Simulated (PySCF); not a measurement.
**Vibration and rotation of RbBi**

HSE06 constants of RbBi, ³Σ⁻ (triplet), unpaired electrons π ↑↑ (Rb def2-SVPD with ECP28, Bi def2-SVPD with ECP60; scalar-relativistic core potentials (PySCF 2.14); masses 84.9118 and 208.9804 u):

```
ωe              : 94.0 cm⁻¹
ωexe            : 0.238 cm⁻¹
Be              : 0.022032 cm⁻¹
αe              : 7.22e-05 cm⁻¹
D (centrifugal) : 4.84e-09 cm⁻¹
De to Rb + Bi   : 1.08 eV
```

Q: Give the vibrational terms G(v) and spacings up to v = 6.

A: G(v) = ωe(v+½) − ωexe(v+½)².

```csv
v,G(v) (cm⁻¹),G(v) − G(v−1),Bv (cm⁻¹)
0,46.9,,0.02200
1,140.5,93.5,0.02192
2,233.5,93.0,0.02185
3,326.1,92.6,0.02178
4,418.2,92.1,0.02171
5,509.8,91.6,0.02163
6,600.9,91.1,0.02156
```

Q: How well does the Morse estimate ωe²/(4ωexe) reproduce De, and what is D0?

A: It gives 1.15 eV, 107 % of the computed De. D0 = De − G(0) = 1.08 − 0.01 = 1.07 eV.

These are scalar-relativistic numbers at best; spin–orbit coupling would shift them, the dissociation energy most. The state is the lowest determinant that a PBE0 search found; another state may lie lower at other levels.
